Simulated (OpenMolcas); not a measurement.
# Ir2+: moving or changing the point charges

Ir2+ among 2 point charges of -1 e arranged as a linear pair (D∞h), 2.09 Å from the ion.

```json
{"Program": "OpenMolcas 26.06", "Method": "SS-CASPT2, IPEA 0.25 Eh, imaginary shift 0.1 Eh (closed shells correlated: 5s 5p)", "Basis": "ANO-RCC-VTZP [8s7p5d3f1g]", "Scalar Hamiltonian": "DKH2, point nucleus", "Active space": "7 electrons in 5 orbitals (5d)", "State averaging": "2S+1 = 4 even, 10 roots; 2S+1 = 2 even, 40 roots", "Spin-orbit coupling": "RASSI with atomic mean-field integrals over the reference wave functions"}
```

Runs around this geometry, states (labels by Λ). Energies in cm-1 above the lowest state or level, χT in cm3 K/mol.

```
R (Å)  q (e)  Ground state  First state of that spin  First gap with spin-orbit (degeneracies)  χT at 300 K  First state of another spin
 2.09   -0.8            4Φ                    4Σ 940                                640 (2, 2)        4.788                     2Π 10560
 1.94     -1            4Φ                    4Σ 230                                330 (2, 2)        4.807                      2Π 8580
 2.09     -1            4Φ                    4Σ 630                                480 (2, 2)        4.840                      2Π 9760
 2.31     -1            4Φ                    4Σ 950                                600 (2, 2)        4.858                     2Π 10720
```

Scaling the charges by -0.8 / -1 = 0.80 scales the first state of the same spin by 940 / 630 = 1.49; with fixed orbitals a first-order splitting would follow the charge.

Roots that are degenerate in the reference are averaged as groups; the widest CASPT2 spread within a group is 88 cm-1 (the 2-fold group of multiplicity 2 near 13800 cm-1 above the lowest state of its run, R = 2.31, q = -1). Shifts and gaps below about the spread of the groups concerned are not significant. Point charges give a weaker field than real ligands, and real ions of this kind are as a rule low spin; the high spin found here belongs to the model. The ground term spreads over less than 5000 cm-1, several times less than with real ligands, so orbital moments are less quenched and χT lies further from the spin-only value than at real sites. Free-ion shares, where given, are those of the reference states; single-state CASPT2 does not remix them. This shell can be high or low spin here, a state of another spin lies low, and with metal d orbitals alone active their balance is uncertain, so the ground spin may be wrong (holds for R = 1.94, q = -1). Point charges carry no covalency, so the field is a model and not that of real ligands. No measured value stands beside these numbers.
